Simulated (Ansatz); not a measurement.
`C=C([SiH3])[NH][AlH2]`. Charge 0, multiplicity 1. The geometry is a stationary point of PBE0-D4/def2-TZVP. It is one conformer, not always the lowest.

```xyz
13

C     1.115   -1.089    1.289
C     0.385   -0.365    0.428
Si   -1.460   -0.227    0.759
N     0.937    0.275   -0.678
Al    0.214    1.284   -1.964
H     0.659   -1.575    2.141
H     2.188   -1.215    1.164
H    -1.756   -1.000    1.990
H    -2.247   -0.774   -0.378
H    -1.862    1.193    0.951
H     1.938    0.116   -0.734
H    -1.339    1.557   -1.917
H     1.227    1.820   -3.051
```

(1) What is the dipole moment at r2SCAN/def2-TZVPP? (Best estimate.)

(2) And with PBE, B3LYP, ωB97M-V? (Best estimate.)

(3) Give the Mulliken charges with r2SCAN, PBE, B3LYP in def2-TZVPP. (Estimate.)

## Answers

(1) The calculation gave: 1.04 D, with components (0.97, 0.06, -0.36) D in this frame, pointing from negative to positive charge.

(2) Computed: PBE 1.04 D, B3LYP 0.99 D, ωB97M-V 1.00 D.

(3) Ansatz gave: 
```tsv
atom	r2SCAN	PBE	B3LYP
C1	-0.21	-0.23	-0.25
C2	0.01	0.03	0.02
Si3	0.29	0.18	0.26
N4	-0.31	-0.19	-0.25
Al5	0.45	0.31	0.40
H6	0.08	0.09	0.10
H7	0.05	0.06	0.07
H8	-0.08	-0.06	-0.07
H9	-0.07	-0.05	-0.06
H10	-0.07	-0.05	-0.06
H11	0.13	0.12	0.12
H12	-0.15	-0.11	-0.13
H13	-0.14	-0.11	-0.13
```

B3LYP here is the variant with VWN-RPA as its local correlation; programs differ in this.
